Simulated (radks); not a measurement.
Results of a calculation; reference values are marked as such.
Q: All-electron atom: Xe4+ in [Kr] 4d9.5 5s2 5p2 5d0.5 (fractional occupations, a model configuration). Code: a radial shooting solver on a logarithmic mesh with Libxc functionals. Model: Dirac Kohn-Sham, PW91, spin-unpolarised, spherical densities, finite nucleus; open shells fill j = l - 1/2 first; Fermi nuclear charge, rms radius 4.7859 fm. Some entries of the table are withheld. Estimate them.

orbital  occ.  eigenvalue (Ry)  r(max) (bohr)
1s1/2       2        -2528.543        0.01715
2s1/2       2        -396.7570        0.09710
2p1/2       2        -373.0435        0.07437
2p3/2       4        -349.1733        0.07926
3s1/2       2        -84.28193         0.2791
3p1/2       2        -74.41971         0.2656
3p3/2       4        -69.88424         0.2764
3d3/2       4        -52.51838         0.2241
3d5/2       6        -51.55953         0.2271
4s1/2       2              (1)         0.6604
4p1/2       2              (2)         0.6757
4p3/2       4              (3)         0.6996
4d3/2       4         -8.21917         0.7394
4d5/2     5.5         -8.06842         0.7475
5s1/2       2         -4.69493          1.546
5p1/2       2         -3.74386          1.693
5p3/2       0         -3.59855          1.751
5d3/2     0.5         -2.26366          2.203
5d5/2       0         -2.24502          2.223
4f5/2       0         -2.18428         0.9614
4f7/2       0         -2.17498         0.9686
6s1/2       0              (4)          3.363
6p1/2       0         -1.64751          3.764
6p3/2       0         -1.60677          3.856

A: 
(1) 4s1/2 eigenvalue (Ry): -18.33094
(2) 4p1/2 eigenvalue (Ry): -14.82665
(3) 4p3/2 eigenvalue (Ry): -13.91079
(4) 6s1/2 eigenvalue (Ry): -1.95349
